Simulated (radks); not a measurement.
Correlation energies from several functionals, in hartree. Species: Re [Xe] 4f14 5d5 6s2; Be [He] 2s2. All-electron calculation, non-relativistic Kohn-Sham, exchange-only PBE, spin-polarised, spherical densities, point nucleus. Program: a radial shooting solver on a logarithmic mesh with Libxc functionals. Every spin shell is full or empty, so the densities are truly spherical. Functionals are evaluated on that one density, not self-consistently.

functional       Re         Be
PW92        -7.6633   -0.22366
Wigner      -3.9436   -0.18317
Chachiyo    -7.5729   -0.21849
PBEsol      -5.0164   -0.10348
LYP         -3.9888  -0.094955
P86         -5.0357  -0.092487
PW91        -4.8025  -0.093164
AM05        -7.2115   -0.19573
revTPSS     -4.5090  -0.091671
r2SCAN      -4.5519  -0.083241
